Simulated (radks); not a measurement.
Values are calculated unless marked as measured or tabulated.
Task: All-electron atom: Ba+ in [Xe] 7p1 (not the ground configuration). Level of theory: scalar-relativistic Kohn-Sham, LDA (Slater exchange, Perdew-Wang correlation), spin-unpolarised, spherical densities, finite nucleus; Fermi nuclear charge, rms radius 4.8378 fm (a radial shooting solver on a logarithmic mesh with Libxc functionals). Some entries of the table are withheld. Estimate them.

| orbital | occ. | eigenvalue (eV) | <r> (bohr) |
|---|---|---|---|
| 1s | 2 | -37226.47 | (1) |
| 2s | 2 | -5893.118 | 0.1098 |
| 2p | 6 | -5288.577 | 0.09622 |
| 3s | 2 | -1250.878 | 0.2924 |
| 3p | 6 | -1056.994 | 0.2903 |
| 3d | 10 | -774.4879 | 0.2667 |
| 4s | 2 | (2) | (3) |
| 4p | 6 | -189.9763 | 0.7159 |
| 4d | 10 | -99.0005 | 0.8008 |
| 5s | 2 | (4) | 1.629 |
| 5p | 6 | (5) | 1.897 |
| 7p | 1 | (6) | 10.05 |

Result: 
(1) 1s <r> (bohr): 0.02560
(2) 4s eigenvalue (eV): -252.5975
(3) 4s <r> (bohr): 0.6742
(4) 5s eigenvalue (eV): -43.0037
(5) 5p eigenvalue (eV): -27.8781
(6) 7p eigenvalue (eV): -3.1883
